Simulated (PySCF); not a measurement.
A species of formula C8H16O has this rotational fingerprint, computed with PBE0-D3(BJ)/def2-SVP geometry optimisation, gas phase in PySCF 2.14.0:

- Rotational constants: A = 2326, B = 1290, C = 1051 MHz
- Dipole components: |μa| = 1.18 D, |μb| = 0.57 D, |μc| = 0.67 D
- Inertial defect: -128.15 u·Å²
- κ: -0.63

Question: Which structure is it? (One computed conformer of each.)
A. `[CH3:1][C:2]1([CH3:3])[CH2:4][CH2:5][CH2:6][C@@H:7]([OH:8])[CH2:9]1` with C6–C7–O8–H 178°, C1–C2–C4–C5 -70°, C2–C4–C5–C6 -55°, C4–C5–C6–C7 55°, C5–C6–C7–O8 -176° (3,3-dimethylcyclohexanol)
B. `[CH3:1][CH2:2][CH2:3][CH2:4][C@@H:5]([CH:6]=[O:7])[CH2:8][CH3:9]` with C1–C2–C3–C4 -179°, C2–C3–C4–C5 179°, C3–C4–C5–C6 65°, C4–C5–C6–O7 -119°, C4–C5–C8–C9 173° (2-ethylhexanal)
C. `[CH3:1][O:2][CH2:3][CH:4]1[CH2:5][CH2:6][CH2:7][CH2:8][CH2:9]1` with C1–O2–C3–C4 177°, O2–C3–C4–C5 -60°, C3–C4–C5–C6 180°, C4–C5–C6–C7 55°, C5–C6–C7–C8 -55°, C6–C7–C8–C9 55°

Answer: A. It is CC1(C)CCC[C@@H](O)C1, an asymmetric top, point group C1. The candidates at the same level (rigid rotor, commonest isotopes):

```json
{"SMILES": "CC1(C)CCC[C@@H](O)C1", "A (MHz)": "2326", "B (MHz)": "1290", "C (MHz)": "1051", "μa (D)": "1.18", "μb (D)": "0.57", "μc (D)": "0.67", "Δ (u·Å²)": "-128.15", "point group": "C1", "rotor": "asymmetric top"}
{"SMILES": "COCC1CCCCC1", "A (MHz)": "3803", "B (MHz)": "827.6", "C (MHz)": "718.6", "μa (D)": "0.35", "μb (D)": "0.75", "μc (D)": "0.56", "Δ (u·Å²)": "-40.28", "point group": "C1", "rotor": "near-prolate asymmetric top"}
{"SMILES": "CCCC[C@@H](C=O)CC", "A (MHz)": "3000", "B (MHz)": "669.6", "C (MHz)": "576.8", "μa (D)": "0.46", "μb (D)": "2.56", "μc (D)": "0.64", "Δ (u·Å²)": "-46.96", "point group": "C1", "rotor": "near-prolate asymmetric top"}
```

`COCC1CCCCC1` has A 63 % too high; `CCCC[C@@H](C=O)CC` has B 48 % too low. No structure here is proved a minimum.
